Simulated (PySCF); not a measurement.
Excitation energy of Hg+ by level of theory

Hg+ [Xe] 4f14 5d10 6s1 (2S) → Hg+ [Xe] 4f14 5d9 6s1 6p1 (high-spin determinant), as a difference of total energies. Computed with PySCF 2.14 in aug-cc-pwCVDZ-PP with ECP60MDF (6s6p5d3f, 70 functions), with scalar relativity through the core potential. Correlated levels: valence: 5s2 5p6 frozen. The calculations carry no spin-orbit coupling.

```json
{"method": "UHF", "excitation energy (eV)": "10.115"}
{"method": "MP2 (valence)", "excitation energy (eV)": "11.719"}
{"method": "SCS-MP2 (valence)", "excitation energy (eV)": "11.706"}
{"method": "CCSD (valence)", "excitation energy (eV)": "11.349"}
{"method": "CCSD(T) (valence)", "excitation energy (eV)": "11.385"}
```

Q: How much does correlation contribute at CCSD(T) (valence)?

A: 11.385 − (10.115) = 1.270 eV, measured against UHF.

The determinant of the upper state mixes LS terms, which raises its energy above the lowest term, most at the Hartree-Fock and MP2 levels.
